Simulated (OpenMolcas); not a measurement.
## Tm4+: effect of the active space

| Item | Value |
| --- | --- |
| Program | OpenMolcas |
| Method | CASSCF or its RAS form |
| Basis | ANO-R2 |
| Scalar Hamiltonian | X2C, finite nucleus |
| Spin-orbit coupling | RASSI with atomic mean-field integrals over the reference wave functions, term energies averaged over their components |

A. 11 electrons in 7 orbitals (4f); 2S+1 = 4 odd, 35 roots; 2S+1 = 2 odd, 112 roots (96 in the spin-orbit step); cost roughly 110 core-seconds
B. 11 electrons in 12 orbitals (RAS2 4f; RAS3 5d, at most 1 electron); 2S+1 = 4 odd, 35 roots; 2S+1 = 2 odd, 112 roots; 2S+1 = 6 even, 175 roots (80 in the spin-orbit step); 2S+1 = 4 even, 115 roots kept (CI in the orbitals of an earlier block, 65 in the spin-orbit step); 2S+1 = 2 even, 13 roots kept (CI in the orbitals of an earlier block, 0 in the spin-orbit step); cost of the order of 6 core-minutes

Energies in cm-1 above 4f11 4I* 15/2.

```json
{"Level": "4f11 4I* 15/2", "A": "0.0", "B": "0.0"}
{"Level": "4f11 4I* 13/2", "A": "7698", "B": "7698"}
{"Level": "4f11 4I* 11/2", "A": "12212", "B": "12212"}
{"Level": "4f11 4I* 9/2 [68 %]", "A": "15235", "B": "15233"}
{"Level": "4f11 4F* 9/2 [61 %]", "A": "20717", "B": "20695"}
{"Level": "4f11 2H* 11/2(1) [69 %]", "A": "24969", "B": "24969"}
{"Level": "4f11 4S* 3/2 [70 %]", "A": "25665", "B": "25665"}
{"Level": "4f11 4F* 7/2", "A": "27780", "B": "27770"}
{"Level": "4f11 4F* 5/2", "A": "30065", "B": "30060"}
{"Level": "4f11 4F* 3/2 [64 %]", "A": "30343", "B": "30343"}
{"Level": "4f11 2K* 15/2", "A": "35246", "B": "35246"}
{"Level": "4f11 4G* 11/2", "A": "35938", "B": "35938"}
{"Level": "4f11 4G* 9/2 [70 %]", "A": "37485", "B": "37433"}
{"Level": "4f11 2K* 13/2", "A": "41663", "B": "41663"}
{"Level": "4f11 2P* 1/2", "A": "44308", "B": "44308"}
{"Level": "4f11 4G* 7/2", "A": "45167", "B": "45071"}
{"Level": "4f11 4G* 5/2", "A": "45604", "B": "45572"}
{"Level": "4f11 2D* 5/2(1) [66 %]", "A": "46430", "B": "46414"}
{"Level": "4f11 2I* 11/2 [72 %]", "A": "54640", "B": "54640"}
{"Level": "4f11 2L* 17/2", "A": "55088", "B": "55088"}
{"Level": "4f11 4D* 7/2", "A": "56465", "B": "56132"}
{"Level": "4f11 2I* 13/2", "A": "57144", "B": "57144"}
{"Level": "4f11 4D* 3/2 [72 %]", "A": "59768", "B": "59768"}
{"Level": "4f11 2L* 15/2", "A": "62314", "B": "62314"}
```

The spin-orbit steps hold different terms of 4f11 (A lacks a 2F*, a 2G*), which shifts levels as well.

Between A and B the level of the table that moves most is 4f11 4D* 7/2, by 330 cm-1 (lowest in B, highest in A).

High states are left out of the spin-orbit mixing, which shifts the levels that they would mix with. Without dynamic correlation excited terms often stand tens of per cent too high (terms of higher spin than the ground term too low), and those without a measured partner can miss by more than the paired ones. Only configurations of the active space appear. The table leaves out levels that lie high or whose names do not pair safely across all columns.

A share in square brackets marks a mixed level and gives the weight of the term that names it, the lowest over the columns. A number in round brackets counts repeated terms of one configuration in the order of the reference energies. * marks odd parity.
